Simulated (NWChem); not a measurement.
System: C$_{2}$H$_{5}$BF$_{2}$O; SMILES FB(F)CCO

Program: NWChem. Pople sets run with spherical d functions. Each level has its own optimisation; frequencies are unscaled. One conformer.

```
level                r C–O (Å)  r H–O (Å)  r C–C (Å)  r B–C (Å)  highest harmonic frequency (cm⁻¹)  lowest (cm⁻¹)  zero-point energy (kcal/mol)  dipole (D)
-------------------  ---------  ---------  ---------  ---------  ---------------------------------  -------------  ----------------------------  ----------
Hartree-Fock/STO-3G      1.435      0.991      1.550      1.592                               4224             20                          59.3        1.33
B3LYP/3-21G              1.457      0.996      1.543      1.560                               3460             31                          50.3        1.80
B3LYP/6-31G*             1.421      0.970      1.532      1.569                               3734             69                          50.5        1.53
```
